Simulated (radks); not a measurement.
Values are calculated unless marked as measured or tabulated.
Coulomb parameter of the 5d shell of the osmium ion Os2+ in the model configuration [Xe] 4f14 5d4 6p2, as a second difference U = [E(n + 0.25) + E(n - 0.25) - 2 E(n)] / (0.25)^2 with all orbitals relaxed. "Bare": the charge of the atom changes with n. "Screened": the 6p shell takes up the change at fixed total charge, which measures U(5d,5d) + U(6p,6p) - 2 U(5d,6p). Code: a radial shooting solver on a logarithmic mesh with Libxc functionals. Model: Dirac Kohn-Sham, PBE, spin-unpolarised, spherical densities, point nucleus; open shells are shared between the two j in proportion to 2j + 1. Estimate both.

Answer. U(bare) = 11.908 eV, U(screened by 6p) = 2.112 eV.
